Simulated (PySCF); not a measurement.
Compound: C₅H₅F₅.
Cartesian coordinates in Å at the PBE0-D3(BJ)/def2-SVP level; atoms count from 1:
```xyz
15
C5H5F5 angstrom
C      2.2719   -0.0184    0.3638
C      0.8302   -0.3481    0.7085
C     -0.1334    0.1549   -0.3420
F      0.0248    1.4969   -0.5125
F      0.1678   -0.3997   -1.5500
C     -1.5747   -0.1324   -0.0078
F     -1.8105   -0.8295    1.1043
C     -2.6057    0.2609   -0.7561
F     -2.4714    0.9443   -1.8570
F     -3.8529    0.0109   -0.4719
H      2.4183    1.0678    0.2837
H      2.9487   -0.4007    1.1403
H      2.5590   -0.4707   -0.5958
H      0.6794   -1.4341    0.8032
H      0.5364    0.0960    1.6716
```

The calculation used TDDFT PBE0/def2-SVPD, vertical, gas phase, core orbitals frozen in the response (PySCF).

Transition dipole moments from the ground state, in atomic units and in the frame of the coordinates above (overall signs are arbitrary), for the states with f of 0.002 or more among the lowest 3:

```
state  E (eV)      μx      μy      μz
   S1   6.795   0.016  -0.148  -0.089
   S2   7.314  -0.459  -0.045  -0.316
   S3   7.339   1.224  -0.332   0.541
```

Work out the oscillator strengths.

f = (2/3) ΔE |μ|² with ΔE in hartree (27.2114 eV).

| state | \|μ\|² (au) | \|μ\| (D) | f |
| --- | --- | --- | --- |
| S1 | 0.030 | 0.44 | 0.005 |
| S2 | 0.312 | 1.42 | 0.056 |
| S3 | 1.901 | 3.50 | 0.342 |

Which bond between heavy atoms lies closest to the direction of the S3 transition dipole?

C6–C8, at 12° from it; next C2–C3 at 23°.

What angle do the transition dipoles of S2 and S3 make?

|cos θ| = |μa·μb| / (|μa| |μb|) = 0.93, so θ ≈ 21° (taken between 0 and 90°, since the signs are arbitrary).

How is the summed strength of these states shared among x, y and z?

(2/3) Σ ΔE μα² gives 0.307 for x, 0.024 for y and 0.072 for z, 0.403 in all.

What peak molar absorption coefficient would the strongest computed level give as a lone Gaussian band 0.3 eV wide at half height?

ε(max) = 2.175×10⁸ f / FWHM, with the width in cm⁻¹. S3: 2.175×10⁸ × 0.3417 / 2420 ≈ 31000 L mol⁻¹ cm⁻¹.

Hardware: one thread of an Arm Neoverse V1, on a shared host. Cost: 69 s wall.

One conformer stands for the species.
